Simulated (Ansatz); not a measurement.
Species, as SMILES: [AsH2] (AsH2), doublet.
Atoms: As1, H2, H3. Bonds: As1-H2, As1-H3.

How fast the highest harmonic wavenumber converges with the basis for several methods (Ansatz, a quantum-chemistry and plane-wave program): deviation from each method's own reference, in cm⁻¹. References: B3LYP 2167 cm⁻¹, the value in pcseg-3; CCSD(T) 2191 cm⁻¹, the value in aug-pcseg-2; HF 2304 cm⁻¹, the value in pcseg-3; MP2 2265 cm⁻¹, the value in pcseg-3; PBE 2118 cm⁻¹, the value in pcseg-3. Cartesian d functions, on some or all atoms, in 6-31G, 6-31G*, 6-31G**; all else is spherical. In correlated methods cores are frozen (with 3d on Ga to Br). Open shells are unrestricted. No added dispersion term, no relativity. Each level at its own minimum, unscaled; the references are large sets that could be run, not limits.

```csv
basis,functions,B3LYP,CCSD(T),HF,MP2,PBE
STO-3G,20,258,224,367,283,244
6-31G,33,-93,-179,-80,-129,-94
cc-pVDZ,37,-4,5,10,12,4
pcseg-1,37,-6,-16,2,-5,-2
6-31G*,39,2,-52,24,-12,6
def2-SVP,42,7,21,20,28,12
6-31G**,45,4,18,30,33,6
aug-pcseg-1,54,-2,-25,5,-12,2
6-311G**,56,0,5,3,12,1
cc-pVTZ,71,1,1,1,6,1
def2-TZVPD,72,4,0,6,4,6
def2-TZVPP,76,-2,-5,-4,0,0
```

Mean absolute deviation over 6-311G**, cc-pVTZ, def2-TZVPD, def2-TZVPP: B3LYP 2, PBE 2, CCSD(T) 3, HF 3, MP2 6 cm⁻¹.
